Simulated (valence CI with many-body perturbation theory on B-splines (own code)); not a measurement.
## Level structure of Pm XLI

Method: valence CI with perturbative core correlation (CI+MBPT): three valence electrons over a frozen Dirac-Fock core [Ar], a basis of 7 s, 7 p, 8 d, 6 f, 4 g, 1 h functions for each j, with the one-electron correlation potential Σ1 (screened to all orders), the two-electron term Σ2, the three-electron term Σ3, Breit, model QED; selected single and double excitations, second order for the rest, scaled by the run's own slope (own B-spline code, finite nucleus).

The last digits are not significant, and no measured levels were compared; by estimate large intervals hold to a few tenths of a per cent, small ones and those within an open d or f shell to about a per cent. Only levels of the ground parity were solved; by the run's estimate the other parity begins above the list, which can be wrong where configurations are misplaced.

Levels 1 to 19 of 19, with energies above the lowest level, (3d3/2^3) J=3/2. "Leading %" is the weight of the configuration and term that name the level; weights of strongly mixed levels are sums over their largest components and can fall short. In the jj column 3d3/2^4 stands for four electrons in 3d with j = 3/2. Lifetimes count E1, E2, E3, M1 and M2 decay at the calculated energies, and are blank where another channel may lead or the interval is too uncertain; long ones can be off by a factor of two.

```
No.  Configuration  Term     J  E (cm⁻¹)  Leading %             Leading jj  Second component  Lifetime
  1            3d3    4F   3/2         0         54         3d3/2^3 (95 %)       34 % 3d3 2D          
  2            3d3    4F   5/2    184680         86   3d3/2^2 3d5/2 (98 %)       12 % 3d3 2D   5.83 μs
  3            3d3    4P   3/2    229850         40   3d3/2^2 3d5/2 (96 %)       30 % 3d3 2P   6.58 μs
  4            3d3    4F   7/2    243130         45   3d3/2^2 3d5/2 (91 %)       43 % 3d3 2G    283 μs
  5            3d3    2G   9/2    251540         43   3d3/2^2 3d5/2 (97 %)       39 % 3d3 2H    191 ms
  6            3d3    4P   1/2    260560         61   3d3/2^2 3d5/2 (99 %)       39 % 3d3 2P   17.8 μs
  7            3d3    4P   5/2    383690         56   3d3/2^2 3d5/2 (80 %)       28 % 3d3 2D   21.2 μs
  8            3d3    4F   7/2    430020         54   3d3/2 3d5/2^2 (95 %)       44 % 3d3 2G   2.80 μs
  9            3d3    4F   9/2    453460         53   3d3/2 3d5/2^2 (93 %)       44 % 3d3 2H   4.85 μs
 10            3d3    4P   3/2    486100         42   3d3/2 3d5/2^2 (99 %)       40 % 3d3 2D   2.05 μs
 11            3d3    2P   1/2    503430         61   3d3/2 3d5/2^2 (99 %)       39 % 3d3 4P   3.42 μs
 12            3d3    2H  11/2    516850        100  3d3/2 3d5/2^2 (100 %)                            
 13            3d3    2D   5/2    529290         61   3d3/2 3d5/2^2 (80 %)       15 % 3d3 2F   4.69 μs
 14            3d3    2F   5/2    562090         46   3d3/2 3d5/2^2 (95 %)       35 % 3d3 2D   6.28 μs
 15            3d3    2F   7/2    577810         85   3d3/2 3d5/2^2 (96 %)       13 % 3d3 2G   7.78 μs
 16            3d3    2D   3/2    673960         54   3d3/2 3d5/2^2 (72 %)       36 % 3d3 2P   2.98 μs
 17            3d3    2G   9/2    693570         54         3d5/2^3 (96 %)       29 % 3d3 4F   2.18 μs
 18            3d3    2D   3/2    797660         70         3d5/2^3 (73 %)       22 % 3d3 2P   2.11 μs
 19            3d3    2D   5/2    852930         64         3d5/2^3 (91 %)       23 % 3d3 2F   1.41 μs
```

The ionisation energy to 3d2 3F_2 of the next ion comes out as 2998.3 eV (NIST: 2997 ± 4 eV (theoretical)). All 19 levels together are meant to be complete up to 887040 cm⁻¹.
